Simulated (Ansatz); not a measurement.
Geometry optimisation, RKS PBE0/cc-pVDZ (Ansatz).

input.yaml

```yaml
crystal:
  periodic: [false, false, false]
  atoms:
    - { symbol: F, position_ang: [-1.539, -0.4694, 1.5176] }
    - { symbol: Si, position_ang: [-0.5621, 0.436, 0.6412] }
    - { symbol: C, position_ang: [1.0666, -0.2302, 0.5794] }
    - { symbol: "N", position_ang: [1.209, -0.599, -0.6485] }
    - { symbol: C, position_ang: [-0.2473, -0.2337, -1.0695] }
    - { symbol: H, position_ang: [-0.7208, 1.9289, 0.8055] }
    - { symbol: H, position_ang: [1.9319, -0.3211, 1.3355] }
    - { symbol: H, position_ang: [-0.8056, -1.0784, -1.3544] }
    - { symbol: H, position_ang: [-0.2442, 0.5207, -1.824] }
basis:
  gaussian: { orbitals: cc-pVDZ }
hamiltonian:
  xc: pbe0
relax:
  f_tol: 0.02
  max_steps: 50
output:
  orbitals: {}
```

Command:

```bash
$ ansatz run input.yaml --threads 2 --pin off --max-ram 3072MiB --backend cpu --events-out ev --progress --plain --runs-dir out
```

Where does it end, and by what steps?

The forces met the threshold. After 9 steps the energy has fallen by 0.680 eV; F1 moved furthest, 0.28 Å.

| step | energy less start (eV) | largest force component (eV/Å) | accepted |
| --- | --- | --- | --- |
| 0 | 0.0000 | 5.073 | yes |
| 1 | -0.5300 | 1.974 | yes |
| 2 | -0.6532 | 0.602 | yes |
| 3 | -0.6686 | 0.215 | yes |
| 4 | -0.6738 | 0.097 | yes |
| 5 | -0.6759 | 0.128 | yes |
| 6 | -0.6788 | 0.062 | yes |
| 7 | -0.6795 | 0.044 | yes |
| 8 | -0.6797 | 0.030 | yes |
| 9 | -0.6798 | 0.010 | yes |

```xyz
9
Properties=species:S:1:pos:R:3
F -1.769 -0.313 1.576
Si -0.593 0.408 0.673
C 1.160 -0.261 0.638
N 1.174 -0.451 -0.639
C -0.228 -0.211 -1.084
H -0.749 1.881 0.899
H 2.067 -0.408 1.239
H -0.697 -1.164 -1.374
H -0.276 0.472 -1.946
```

The run took 23 s on 2 threads of Intel(R) Xeon(R) Platinum 8375C CPU @ 2.90GHz (Ice Lake) (shared host), peak memory 0.21 GiB.
